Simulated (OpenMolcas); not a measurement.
# How basis sets differ on GaH2 (SMILES [GaH2])

GaH2 has 3 atoms, charge 0, and is taken as a doublet. As SMILES, `[GaH2]`. Geometry: a GFN2-xTB relaxation, a rough one for these elements and not checked as a minimum.

```xyz
3

Ga   -0.5453    0.3190   -0.3032
H     0.8081    1.1759    0.5882
H    -0.2628   -1.4950   -0.2850
```

Each level gives the dipole moment (D). The values are calculated.

```tsv
level	kind	program	value (D)
UHF/STO-3G	Hartree–Fock	OpenMolcas	1.88
UHF/3-21G	Hartree–Fock	OpenMolcas	1.50
UHF/6-31G** (spherical functions)	Hartree–Fock	OpenMolcas	1.23
UHF/def2-SVP	Hartree–Fock	OpenMolcas	1.38
```

All-electron rows without a relativistic Hamiltonian named are non-relativistic. The values span 1.23 to 1.88 D. Sets without polarisation functions give poor dipoles.
